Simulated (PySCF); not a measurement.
Isomers of C8H10Ge.

All values: B3LYP/def2-SVPD (PySCF) at PBE0-D3(BJ)/def2-SVP geometries, gas phase, one conformer each. Core orbitals are frozen in the response; Δα² is half the sum of the squared differences of the principal polarisabilities. The calculation is non-relativistic, for germanium too.

(1) Rank by HOMO–LUMO gap, highest first.
A. `[CH:1]#[C:2][Ge@@H:3]1[CH2:4][CH:5]=[CH:6][C@@H:7]1[CH:8]=[CH2:9]` with C6–C7–C8–C9 128°
B. `[CH:1]#[C:2][C:3]1=[C:4]([CH2:5][CH3:6])[CH:7]=[CH:8][GeH2:9]1` with C3–C4–C5–C6 -101°
C. `[CH:1]#[C:2][Ge@@H:3]1[CH2:4][CH:5]=[CH:6][C@H:7]1[CH:8]=[CH2:9]` with C6–C7–C8–C9 -131°
D. `CC#[C][Ge@H]1[CH]=CC(C)=[CH]1`

(2) Rank by polarisability anisotropy Δα, highest first.
A. `CC#[C][Ge@H]1[CH]=CC(C)=[CH]1`
B. `[CH2:1]=[CH:2][GeH2:3][c:4]1[cH:5][cH:6][cH:7][cH:8][cH:9]1` with C1–C2–Ge3–C4 0°, C2–Ge3–C4–C5 83°
C. `[CH:1]#[C:2][Ge@@H:3]1[CH2:4][CH:5]=[CH:6][C@@H:7]1[CH:8]=[CH2:9]` with C6–C7–C8–C9 128°
D. `[CH:1]#[C:2][C:3]1=[C:4]([CH2:5][CH3:6])[CH:7]=[CH:8][GeH2:9]1` with C3–C4–C5–C6 -101°

## Answers

(1) A (6.31 eV), C (6.14 eV), D (4.90 eV), B (4.13 eV).

(2) D (10.04 Å³), A (9.82 Å³), B (6.45 Å³), C (5.77 Å³).

All values together:

| SMILES | μ (D) | HOMO (eV) | LUMO (eV) | α (Å³) | Δα (Å³) | ΔSCF removal energy (eV) |
| --- | --- | --- | --- | --- | --- | --- |
| C=[CH][GeH2][c]1ccccc1 | 0.77 | -7.14 | -0.79 | 18.28 | 6.45 | 8.97 |
| C#[C][Ge@@H]1[CH2]C=C[C@@H]1C=C | 0.68 | -6.70 | -0.39 | 18.21 | 5.77 | 8.53 |
| C#C[C]1=C(CC)C=[CH][GeH2]1 | 1.11 | -6.11 | -1.98 | 19.24 | 10.04 | 7.91 |
| C#[C][Ge@@H]1[CH2]C=C[C@H]1C=C | 0.69 | -6.69 | -0.55 | 18.37 | 6.27 | 8.48 |
| CC#[C][Ge@H]1[CH]=CC(C)=[CH]1 | 0.98 | -6.35 | -1.45 | 18.62 | 9.82 | 8.22 |

Conformers: `[CH2:1]=[CH:2][GeH2:3][c:4]1[cH:5][cH:6][cH:7][cH:8][cH:9]1` with C1–C2–Ge3–C4 0°, C2–Ge3–C4–C5 83°; `[CH:1]#[C:2][Ge@@H:3]1[CH2:4][CH:5]=[CH:6][C@@H:7]1[CH:8]=[CH2:9]` with C6–C7–C8–C9 128°; `[CH:1]#[C:2][C:3]1=[C:4]([CH2:5][CH3:6])[CH:7]=[CH:8][GeH2:9]1` with C3–C4–C5–C6 -101°; `[CH:1]#[C:2][Ge@@H:3]1[CH2:4][CH:5]=[CH:6][C@H:7]1[CH:8]=[CH2:9]` with C6–C7–C8–C9 -131°.

By how much does the ΔSCF value exceed −ε(HOMO) over the species that have both?

By 1.79 to 1.87 eV, 1.83 eV on average, over 5 species.
